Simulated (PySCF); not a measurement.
Compound: C₂H₆BFO.
Numbering: `[CH3:1][O:2][CH2:3][BH:4][F:5]`

Geometry (PBE0-D3(BJ)/def2-SVP, Å), atoms numbered from 1 in this order:
```xyz
11
C2H6BFO angstrom
C     -1.402    1.013   -0.462
O     -0.199    0.751    0.187
C      0.348   -0.490   -0.134
B      1.691   -0.757    0.629
F      2.334   -1.885    0.366
H     -1.287    1.012   -1.565
H     -1.749    2.008   -0.148
H     -2.184    0.270   -0.205
H      0.533   -0.597   -1.229
H     -0.348   -1.329    0.109
H      2.175   -0.012    1.448
```

Method used: delta-SCF UKS SCAN, pcX-2 on the ionised atom, pcseg-1 elsewhere, spin-free X2C in PySCF. Every row has its own mixed basis.

| ionised atom | basis functions | E(ground) (Eh) | E(ionised) (Eh) |
| --- | --- | --- | --- |
| C1 | 131 | -279.79783 | -269.05499 |
| C3 | 131 | -279.79808 | -269.06788 |
| O2 | 131 | -279.82535 | -260.02922 |
| F5 | 131 | -279.84338 | -254.36205 |

Question: What are the 1s binding energies?

Answer: E(ionised) − E(ground), at 27.2114 eV a hartree:

```csv
atom,environment,difference (Eh),binding energy (eV)
C1,methoxy carbon,10.74284,292.33
C3,sp3 carbon bound to oxygen,10.73020,291.98
O2,ether oxygen,19.79613,538.68
F5,boron-bound fluorine,25.48133,693.38
```

Question: How much do the ground-state energies differ, and what would follow from using one of them for all holes?

Answer: They run from -279.8434 Eh (core basis on F5) to -279.7978 Eh (on C1), 0.0456 Eh or 1.24 eV apart, though the state is the same; only basis and grid differ. Pairing the ion of C1 with the ground state of F5 would put its binding energy 1.24 eV too high.

Only 1s holes are shown. Isolated species at its PBE0-D3(BJ)/def2-SVP geometry (one conformer only).
